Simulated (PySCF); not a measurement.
A calculated (PBE, PySCF 2.14, 6-31G*, no relativity, point nucleus) atom or ion has these occupied shells.

| shell | electrons | orbital energy (eV) | rms radius, mean of both spins (bohr) |
| --- | --- | --- | --- |
| 1s α | 1 | -4843.8 | 0.0812 |
| 1s β | 1 | -4843.8 | 0.0812 |
| 2s α | 1 | -538.62 | 0.355 |
| 2s β | 1 | -538.08 | 0.355 |
| 2p α | 3 | -451.16 | 0.322 |
| 2p β | 3 | -450.73 | 0.322 |
| 3s α | 1 | -69.763 | 1.09 |
| 3s β | 1 | -67.932 | 1.09 |
| 3p α | 3 | -46.726 | 1.18 |
| 3p β | 3 | -44.883 | 1.18 |
| 3d α | 2 | -12.405 | 1.61 |
| 4s α | 1 | -10.699 | 3.45 |

(1) Name the element and its charge.

Results:

(1) Ti⁺ (titanium, charge +1), in [Ar] 3d2 4s1, high-spin 4F determinant.
